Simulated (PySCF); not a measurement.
# `C12(C=C(C#C)C=C1)CCC2`, C$_{10}$H$_{10}$

Geometry (Å), atoms numbered from 1 in this order:
```xyz
20

C     4.3435    0.5065   -0.8134
C     3.1832    0.3143   -0.5125
C     1.8341    0.0661   -0.1399
C     0.7240    0.6881   -0.6148
C    -0.4894    0.1257    0.0405
C     0.0751   -0.9125    0.9654
C     1.4151   -0.9413    0.8561
C    -1.6802   -0.3856   -0.8318
C    -2.6579    0.1750    0.2126
C    -1.5238    1.0798    0.7189
H     5.3679    0.6820   -1.0852
H     0.7036    1.4807   -1.3639
H    -0.5367   -1.5364    1.6193
H     2.1092   -1.5861    1.3963
H    -1.7288    0.1784   -1.7751
H    -1.6985   -1.4609   -1.0604
H    -2.9427   -0.5830    0.9579
H    -3.5749    0.6596   -0.1530
H    -1.4101    1.2415    1.8004
H    -1.5282    2.0566    0.2128
```

Method: quadratic response CAM-B3LYP/aug-cc-pVDZ first hyperpolarisability, Taylor convention, gas phase in PySCF 2.14.0. Geometry: PBE0-D3(BJ)/def2-SVP.

Task: Give the tensor of the second harmonic β(−2ω;ω,ω) at 1907 nm in the axes of these coordinates.

Result: In au, Taylor convention; rows are the first index (the induced dipole):
```tsv
	xx	yy	zz	xy	xz	yz
x	-224.7	-6.8	-16.0	-21.6	+43.0	+10.1
y	-20.9	+19.7	-12.8	-6.5	+9.1	+14.1
z	+42.2	+14.6	-18.7	+9.2	-15.6	-12.4
```
Norm of βᵢ = ⅓ Σⱼ (βᵢⱼⱼ + βⱼᵢⱼ + βⱼⱼᵢ): 250.4 au, hyper-Rayleigh value 102.7 au.
